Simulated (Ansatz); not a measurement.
Cost and result for the atomization energy of H4SiZn (6 atoms, 4 bonds).

```csv
atom,x (Å),y (Å),z (Å)
Si1,-0.602,-0.070,0.189
Zn2,3.009,0.350,-0.945
H3,-2.011,-0.234,0.630
H4,-0.504,1.088,-0.736
H5,-0.155,-1.301,-0.511
H6,0.263,0.168,1.372
```

Charge 0, multiplicity 1. For Zn the d shell is correlated and the shells below it are frozen. Scalar relativity is left out up to krypton. The bonds changed during the relaxation, so this is another structure than the one it started from. All single points use the PBE0-D4/def2-TZVP geometry. Program: Ansatz. All runs use 2 threads of an Arm Neoverse V2 on a shared host. Times are those of one run each, without the atoms' runs, and a repeat can differ threefold. Electronic energies, without spin–orbit coupling; frozen cores. CCSD(T)/CBS adds CCSD(T) − MP2 in def2-TZVPP to the MP2 limit, and its time is that of the two runs behind it. T1 = 0.015. With those shells the extrapolation isn't a true limit. B3LYP takes the VWN-RPA correlation (the form of Gaussian; ORCA's B3LYP/G). HSE06 is the plane-wave form, built on full-range PBE exchange.

CCSD(T)/CBS is a level of theory with its own doubt, some kJ/mol a heavy atom from the limit and from the frozen cores, so smaller differences don't rank the functionals.

```
                            level  functions  atomization (kcal/mol)  difference from CCSD(T)/CBS  per bond
                 CCSD(T)/def2-SVP         69                   307.2                        -19.3      -4.8
          CAM-B3LYP-D4/def2-TZVPP        162                   327.5                          1.0       0.2
                B97M-V/def2-TZVPP        162                   326.4                         -0.1       0.0
             revPBE-D4/def2-TZVPP        162                   315.3                        -11.2      -2.8
               BLYP-D4/def2-TZVPP        162                   322.4                         -4.1      -1.0
              HSE06-D4/def2-TZVPP        162                   317.9                         -8.6      -2.1
               CCSD(T)/def2-TZVPP        162                   319.6                         -6.9      -1.7
                   MP2/def2-QZVPP        290                   315.9                        -10.6      -2.6
               PBE0-D4/def2-TZVPP        162                   317.9                         -8.6      -2.2
                CCSD(T)/CBS(def2)          –                   326.5                          0.0       0.0
B3LYP-D4/def2-TZVPP (with forces)        162                   327.1                          0.6       0.2
            r2SCANh-D4/def2-TZVPP        162                   322.8                         -3.7      -0.9
 ωB97M-V/def2-TZVPP (with forces)        162                   325.4                         -1.1      -0.3
```

Q: Order the runs by time, with rough figures. (Best estimate.)

A: Ansatz gave: CCSD(T)/def2-SVP 0.85 s; revPBE-D4/def2-TZVPP 1.4 s; BLYP-D4/def2-TZVPP 1.5 s; PBE0-D4/def2-TZVPP 1.9 s; HSE06-D4/def2-TZVPP 2.1 s; CAM-B3LYP-D4/def2-TZVPP 2.3 s; B3LYP-D4/def2-TZVPP (with forces) 2.7 s; r2SCANh-D4/def2-TZVPP 3.6 s; B97M-V/def2-TZVPP 6.5 s; ωB97M-V/def2-TZVPP (with forces) 8 s; MP2/def2-QZVPP 8.5 s; CCSD(T)/def2-TZVPP 19 s; CCSD(T)/CBS(def2) 28 s.

From PBE to PBE0 (25 % exact exchange), in def2-TZVPP and without D4, the atomization energy moves by +1.5 kcal/mol. In def2-TZVPP, CCSD(T) changes the Hartree–Fock value by +65.1 kcal/mol (the triples alone add +1.1 kcal/mol) and MP2 by +57.3 kcal/mol; breaking electron pairs costs correlation energy, which Hartree–Fock lacks. At CCSD(T), def2-SVP lies −19.4 kcal/mol from the extrapolated value and def2-TZVPP −7.0 kcal/mol: correlation converges slowly with the basis, and small sets miss more of it in the bonded molecule than in its fragments.
